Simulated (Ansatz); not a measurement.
**Two structures, one formula**

Two relaxed structures of CH4BrSi (charge +1), singlet (PBE0-D4/def2-TZVP; forces vanish, vibrations not checked).

A:

| atom | x (Å) | y (Å) | z (Å) |
| --- | --- | --- | --- |
| Si1 | 0.7897 | -0.6464 | 0.1440 |
| C2 | -0.6042 | 0.4723 | -0.1557 |
| Br3 | 1.8249 | -0.7196 | 1.9837 |
| H4 | -1.4760 | -0.1289 | -0.4460 |
| H5 | -0.3589 | 1.1095 | -1.0157 |
| H6 | -0.8434 | 1.0876 | 0.7118 |
| H7 | 1.2793 | -1.5729 | -0.8913 |

B:

Si1  (-0.359, 0.190, -0.372)
C2  (0.905, -1.128, -0.169)
Br3  (1.103, 0.090, 1.443)
H4  (-1.730, -0.079, 0.080)
H5  (-0.031, 1.351, -1.209)
H6  (0.628, -2.111, 0.201)
H7  (1.841, -1.090, -0.718)
(Å)

Ansatz 0.2.0; basis: def2-TZVPP; cores frozen in the correlated methods. Filled d shells of the heavier atoms are correlated. The def2 sets are not built for correlating such inner shells, so the correlated values are less sure here. B3LYP uses VWN-RPA correlation.

(1) Which structure is lower at CCSD(T), and by how much? (An estimate is asked for; the value comes from the calculation.)

T1 diagnostic: at most 0.011.

Results:

(1) By the calculation: A, by 120.3 kJ/mol (electronic energy, against the other). By their contacts, A is CH₄BrSi ([CH3][SiH][Br]), total charge +1 and B is CH₄BrSi ([CH2]1[SiH2][Br]1), total charge +1.

All methods give the same order:

```json
{"method": "PBE-D4", "E(B) − E(A) (kJ/mol)": "121.8"}
{"method": "r2SCAN-D4", "E(B) − E(A) (kJ/mol)": "126.5"}
{"method": "PBE0-D4", "E(B) − E(A) (kJ/mol)": "124.5"}
{"method": "B3LYP-D4", "E(B) − E(A) (kJ/mol)": "129.6"}
{"method": "wB97M-V", "E(B) − E(A) (kJ/mol)": "126.6"}
{"method": "HF", "E(B) − E(A) (kJ/mol)": "137.0"}
{"method": "MP2", "E(B) − E(A) (kJ/mol)": "124.4"}
{"method": "CCSD", "E(B) − E(A) (kJ/mol)": "123.7"}
{"method": "CCSD(T)", "E(B) − E(A) (kJ/mol)": "120.3"}
```

Labels in which every atom is bracketed show which atoms are joined, not bond orders.

For scale, one of the runs: CCSD(T)/def2-TZVPP, 177 basis functions, launched by `ansatz run in.yaml --threads 2 --pin off --events-out ev --progress --plain --max-ram 4352MiB`. The run took 53 s on 2 CPU threads of an Arm Neoverse V2 (shared host), with 1.6 GiB of host memory at its peak.
